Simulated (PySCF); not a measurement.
Species: C6H10O.
Atom-mapped SMILES: `[CH2:1]=[CH:2]/[C:3]([CH3:4])=[CH:5]/[CH2:6][OH:7]` (hydrogens: H8, H9 on C1; H10 on C2; H11, H12, H13 on C4; H14 on C5; H15, H16 on C6; H17 on O7)

Structure optimised with GFN2-xTB, isolated species.

Question: List the bond lengths, angles and torsions at this level.

Answer: 
```
                  bond  length (bohr)   order
                 C1=C2          2.510  double
                 C2–C3          2.751  single
                 C3–C4          2.834  single
                 C3=C5          2.527  double
                 C5–C6          2.836  single
                 C6–O7          2.661  single
                 C1–H8          2.033  single
                 C1–H9          2.034  single
                C2–H10          2.047  single
C4–H11, C4–H12, C4–H13          2.055  single
                C5–H14          2.047  single
        C6–H15, C6–H16          2.077  single
                O7–H17          1.821  single
```

Bonds in one row agree within 0.02 bohr and their mean is given. Orders are formal, as drawn. A selection of angles:
```
     angle  degrees
  C2–C1–H8    122.8
  C2–C1–H9    121.2
  H8–C1–H9    116.0
  C1–C2–C3    126.0
 C1–C2–H10    119.1
 C3–C2–H10    114.9
  C2–C3–C4    117.8
  C2–C3–C5    119.2
  C4–C3–C5    123.0
 C3–C4–H11    109.9
 C3–C4–H12    111.6
H11–C4–H12    108.4
H12–C4–H13    108.8
  C3–C5–C6    126.6
 C3–C5–H14    119.2
 C6–C5–H14    114.2
  C5–C6–O7    112.9
 C5–C6–H15    110.1
 C5–C6–H16    110.6
 O7–C6–H15    110.0
 O7–C6–H16    105.1
H15–C6–H16    107.8
 C6–O7–H17    108.6
```

Dihedral angles: C1–C2–C3–C4 -2° (synperiplanar); C2–C3–C5–C6 180° (antiperiplanar); C3–C5–C6–O7 -178° (antiperiplanar); H17–O7–C6–C5 55° (synclinal). The mirror-image conformer, all signs reversed, is as good.

O7 (alcohol oxygen) is bent (angle 108.6°). The 5 C–C bonds span 1.328 Å (C1=C2, drawn double) to 1.501 Å (C5–C6, drawn single), a spread of 0.173 Å. The 7 heavy atoms lie in one plane (0.012 Å rms). Of the pairs four or more bonds apart, C6···H12 is among the closest relative to their van der Waals radii: 2.60 Å, 90 % of the sum of Bondi's values.

Whether it is a minimum is left open (no frequencies). The numbers are those of one conformer (C1–C2–C3–C4 -2°, C3–C5–C6–O7 -178°, C5–C6–O7–H 55°).

All values are computed, not measured.
